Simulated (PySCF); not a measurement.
Potential energy of K₂ along the bond

Set-up: basis K def2-SVP; no relativity; PySCF 2.14. Energies in eV from K + K in their ground configurations at the same level. State: ¹Σg⁺ (singlet), closed shell.

All columns are r²SCANh.

```json
{"R (Å)": "3.459", "E (eV)": "-0.272", "HOMO (eV)": "-2.78", "LUMO (eV)": "-1.28", "Mayer bond order": "1.01", "⟨S²⟩": "0.00"}
{"R (Å)": "3.620", "E (eV)": "-0.338", "HOMO (eV)": "-2.75", "LUMO (eV)": "-1.29", "Mayer bond order": "1.01", "⟨S²⟩": "0.00"}
{"R (Å)": "3.781", "E (eV)": "-0.382", "HOMO (eV)": "-2.71", "LUMO (eV)": "-1.31", "Mayer bond order": "1.01", "⟨S²⟩": "0.00"}
{"R (Å)": "3.901", "E (eV)": "-0.401", "HOMO (eV)": "-2.69", "LUMO (eV)": "-1.33", "Mayer bond order": "1.01", "⟨S²⟩": "0.00"}
{"R (Å)": "4.022", "E (eV)": "-0.410", "HOMO (eV)": "-2.67", "LUMO (eV)": "-1.36", "Mayer bond order": "1.01", "⟨S²⟩": "0.00"}
{"R (Å)": "4.143", "E (eV)": "-0.410", "HOMO (eV)": "-2.65", "LUMO (eV)": "-1.38", "Mayer bond order": "1.01", "⟨S²⟩": "0.00"}
{"R (Å)": "4.303", "E (eV)": "-0.397", "HOMO (eV)": "-2.62", "LUMO (eV)": "-1.42", "Mayer bond order": "1.01", "⟨S²⟩": "0.00"}
{"R (Å)": "4.505", "E (eV)": "-0.367", "HOMO (eV)": "-2.59", "LUMO (eV)": "-1.47", "Mayer bond order": "1.00", "⟨S²⟩": "0.00"}
{"R (Å)": "4.746", "E (eV)": "-0.316", "HOMO (eV)": "-2.57", "LUMO (eV)": "-1.53", "Mayer bond order": "1.00", "⟨S²⟩": "0.00"}
{"R (Å)": "5.068", "E (eV)": "-0.232", "HOMO (eV)": "-2.54", "LUMO (eV)": "-1.60", "Mayer bond order": "1.00", "⟨S²⟩": "0.00"}
```

Closed-shell solutions of metal pairs were not tested for spin polarisation, which can lower them a little.
